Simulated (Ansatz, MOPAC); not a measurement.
Molecule: K$_{2}$ (charge 0, singlet). SMILES: [K][K]

Atoms: K1, K2. Bonds: K1-K2.

Bond lengths (Å) and angles (degrees) optimised at AM1 with MOPAC; PM6 with MOPAC; MNDO with MOPAC; HF/3-21G with Ansatz (a quantum-chemistry and plane-wave program), each started from the B3LYP-D3(BJ)/def2-TZVP structure (Ansatz) of the last column. A row stands for all coordinates that are equal there.

| coordinate | AM1 | PM6 | MNDO | HF/3-21G | B3LYP-D3(BJ)/def2-TZVP |
|---|---|---|---|---|---|
| K1-K2 | 3.918 | 3.484 | 3.883 | 4.221 | 3.972 |

Mean signed difference of all 1 bond lengths from B3LYP-D3(BJ)/def2-TZVP: AM1 -0.054 Å, PM6 -0.489 Å, MNDO -0.090 Å, HF/3-21G 0.249 Å.
